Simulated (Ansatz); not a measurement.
Born–Oppenheimer molecular dynamics of C2H8BFSi (13 atoms, charge 0, multiplicity 1). It goes on from the last frame of an earlier run, with new velocities.

The calculation used Ansatz, UKS PBE/STO-3G.

```yaml
ensemble: NVT, Nosé–Hoover chain
time_step: 1 fs
steps_asked: 215
set_temperature: 2000 K
thermostat: time constant 100 fs, chain length 3 (defaults)
seed: 967419
```

First frame:

```xyz
13
Properties=species:S:1:pos:R:3
B -0.499 1.372 1.364
C -0.432 1.062 -0.120
Si 0.454 -0.669 -0.040
C 0.111 -1.462 -1.742
F 0.493 -0.551 -2.792
H 0.415 1.764 1.965
H -1.402 0.870 1.950
H 0.265 1.624 -0.781
H -1.425 1.002 -0.607
H 1.897 -0.273 -0.059
H 0.126 -1.412 1.112
H -0.955 -1.854 -1.838
H 0.781 -2.300 -1.837
```

Question: How far do the bonds stretch over the last three quarters of this one trajectory? (Pairs bonded in most of those frames.)

Answer: 
```json
{"bond": "B1–C2", "mean (Å)": "1.561", "spread (Å)": "0.065", "shortest": "1.45", "longest": "1.72"}
{"bond": "B1–H6", "mean (Å)": "1.197", "spread (Å)": "0.036", "shortest": "1.13", "longest": "1.26"}
{"bond": "B1–H7", "mean (Å)": "1.205", "spread (Å)": "0.066", "shortest": "1.07", "longest": "1.33"}
{"bond": "C2–Si3", "mean (Å)": "1.951", "spread (Å)": "0.082", "shortest": "1.79", "longest": "2.12"}
{"bond": "C2–H8", "mean (Å)": "1.120", "spread (Å)": "0.061", "shortest": "1.02", "longest": "1.23"}
{"bond": "C2–H9", "mean (Å)": "1.112", "spread (Å)": "0.040", "shortest": "1.03", "longest": "1.21"}
{"bond": "Si3–C4", "mean (Å)": "1.971", "spread (Å)": "0.119", "shortest": "1.79", "longest": "2.23"}
{"bond": "Si3–H10", "mean (Å)": "1.476", "spread (Å)": "0.051", "shortest": "1.35", "longest": "1.63"}
{"bond": "Si3–H11", "mean (Å)": "1.499", "spread (Å)": "0.124", "shortest": "1.30", "longest": "1.68"}
{"bond": "C4–F5", "mean (Å)": "1.427", "spread (Å)": "0.057", "shortest": "1.32", "longest": "1.55"}
{"bond": "C4–H12", "mean (Å)": "1.146", "spread (Å)": "0.076", "shortest": "1.01", "longest": "1.28"}
{"bond": "C4–H13", "mean (Å)": "1.142", "spread (Å)": "0.054", "shortest": "1.04", "longest": "1.26"}
```

Mean temperature of the second half: 1754 K. The conserved energy wandered by up to 6.2 meV per atom (net 4.0 meV per atom), which is poor conservation. The mean temperature of the second half is 12 % below the set value. A run of 0.21 ps of so small a system gives no equilibrium averages. Limits of this set-up: minimal basis.

Time of the run: 11 min on 1 thread of Arm Neoverse V2, with other jobs on the host, peak memory 0.12 GiB.
